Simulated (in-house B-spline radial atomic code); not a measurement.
# Ar6+: 1s1 2s2 2p6 3s2 3p1 (with a hole in an inner shell)

All numbers are computed (Dirac-Hartree-Fock, average of configuration; Fermi nucleus of rms radius 3.4274 fm) with a B-spline radial code for spherical atoms, not measured.

Z_r = [3n² - l(l+1)]/(2<r>); Z_e = n√(-2ε); the last column is Slater's effective charge. Values are occupation-weighted means over j.

| shell | electrons | ε (eV) | <r> (bohr) | Z_r | Z_e | Slater |
| --- | --- | --- | --- | --- | --- | --- |
| 1s | 1 | -3588.7 | 0.08474 | 17.70 | 16.24 | 18.00 |
| 2s | 2 | -492.33 | 0.3903 | 15.37 | 12.03 | 14.70 |
| 2p | 6 | -423.01 | 0.3487 | 14.34 | 11.15 | 14.70 |
| 3s | 2 | -131.88 | 1.137 | 11.87 | 9.34 | 9.50 |
| 3p | 1 | -116.99 | 1.163 | 10.75 | 8.80 | 9.50 |

The least bound orbital is 3p3/2 at -116.9 eV, and it is also the most diffuse (<r> = 1.164 bohr). The part-filled 1s shell lies below the filled 3s shell in orbital energy.

Spin-orbit splittings of the orbital energies (j = l + 1/2 above j = l - 1/2 when positive): 2p 2.877 eV, 3p 0.3927 eV.

For the 1s electron the small component carries 0.422 % of the norm, the zero-frequency Breit interaction raises the level by 0.6852 eV, self-energy by 1.188 eV, and vacuum polarisation lowers it by 0.08325 eV.
